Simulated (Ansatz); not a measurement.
C3H5ClSi, SMILES `CC1=C(Cl)[SiH2]1` at its PBE0-D4/def2-TZVP geometry, where that method's forces vanish. The species carries charge 0 and has multiplicity 1.

```xyz
10

C     0.8440   -0.4139   -1.2770
C     0.0450   -0.0432   -0.0924
C    -1.0641   -0.4356    0.5250
Cl   -2.2227   -1.6577    0.2490
Si   -0.3263    0.9544    1.3935
H     0.9308    0.4341   -1.9612
H     1.8603   -0.6880   -0.9823
H     0.3964   -1.2536   -1.8139
H     0.4224    0.7779    2.6628
H    -0.8857    2.3257    1.2965
```

Question: What forces (eV/Å) does B3LYP-D4/def2-TZVPP give on these atoms in Ansatz 0.2.0? (Estimate.)

Answer: Ansatz gave: 
```
C1   0.091 -0.049 -0.142
C2  -0.096  0.017  0.111
C3   0.251  0.224  0.013
Cl4 -0.261 -0.279 -0.067
Si5  0.028  0.157  0.152
H6   0.003 -0.045  0.014
H7  -0.037  0.004 -0.029
H8   0.032  0.036  0.010
H9  -0.050  0.019 -0.077
H10  0.039 -0.085  0.015
```

B3LYP here is the variant with VWN-RPA as its local correlation; programs differ in this.
